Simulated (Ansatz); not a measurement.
One change: `O[SiH](O)N[SiH](Cl)Cl` becomes `F[SiH](F)N[SiH](Cl)Cl`.

Ansatz, PBE0-D4/def2-TZVP geometries, multiplicity 1. Each molecule was computed in one conformer, which needn't be the lowest.

| property | `O[SiH](O)N[SiH](Cl)Cl` |
| --- | --- |
| size of the dipole moment (ωB97M-V/def2-TZVPP) / D | 0.99 |
| HOMO–LUMO gap (PBE/def2-TZVPP) / eV | 6.45 |
| size of the dipole moment (B3LYP/def2-TZVPP) / D | 0.99 |
| LUMO energy (B3LYP/def2-TZVPP) / eV | 0.24 |
| HOMO–LUMO gap (ωB97M-V/def2-TZVPP) / eV | 12.84 |
| LUMO energy (PBE0/def2-TZVPP) / eV | 0.49 |

(1) Give the same properties after the change, and the shifts. (Estimate.)

Results:

(1) The calculation gave: 
| property | `F[SiH](F)N[SiH](Cl)Cl` | shift |
| --- | --- | --- |
| size of the dipole moment (ωB97M-V/def2-TZVPP) / D | 1.32 | 0.33 |
| HOMO–LUMO gap (PBE/def2-TZVPP) / eV | 6.71 | 0.26 |
| size of the dipole moment (B3LYP/def2-TZVPP) / D | 1.32 | 0.33 |
| LUMO energy (B3LYP/def2-TZVPP) / eV | -0.03 | -0.27 |
| HOMO–LUMO gap (ωB97M-V/def2-TZVPP) / eV | 13.10 | 0.26 |
| LUMO energy (PBE0/def2-TZVPP) / eV | 0.17 | -0.32 |

With PBE0 the HOMO falls by 0.55 eV and the LUMO falls by 0.32 eV, so the gap widens by about 0.23 eV. PBE moves the HOMO by -0.53 eV and ωB97M-V by -0.54 eV. Dipoles are sizes alone; their direction can turn.

B3LYP here is the variant with VWN-RPA as its local correlation; programs differ in this.
